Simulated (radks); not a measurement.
Results of a calculation; reference values are marked as such.
Ionisation of neutral niobium, [Kr] 4d4 5s1, to Nb+, [Kr] 4d4, under several functionals. Dirac Kohn-Sham, spin-unpolarised, spherical densities, finite nucleus; open shells fill j = l - 1/2 first; a radial shooting solver on a logarithmic mesh with Libxc functionals.

| functional | E(Nb) (hartree) | Exc (hartree) | IE (eV) | -e(HOMO) (eV) | <r> HOMO (bohr) | IE error (eV) |
|---|---|---|---|---|---|---|
| Wu-Cohen GGA | -3819.46387 | -118.26183 | 6.605 | 3.068 | 2.204 | -0.154 |
| BP86 | -3820.92670 | -119.74077 | 6.802 | 3.201 | 2.208 | +0.043 |
| LDA (Slater exchange, Perdew-Wang correlation) | -3816.00894 | -114.75314 | 6.879 | 3.229 | 2.207 | +0.120 |
| LDA (Slater exchange, Perdew-Zunger correlation) | -3816.00774 | -114.75162 | 6.887 | 3.232 | 2.207 | +0.128 |
| BLYP | -3820.59776 | -119.40174 | 6.641 | 2.939 | 2.219 | -0.118 |
| AM05 | -3816.19793 | -114.95017 | 6.561 | 3.033 | 2.201 | -0.198 |

NIST Atomic Spectra Database: 6.759 eV (measured). Closest: BP86. The Delta-SCF values span 0.33 eV, the total energies 4.92 hartree. The highest occupied level is 4d3/2. Spin polarisation and multiplet splitting are left out, so open shells lie too high by an amount that depends on their filling.

Beside tabulated values, note that spin-unpolarised runs miss the spin-polarisation part of the exchange energy of open shells.
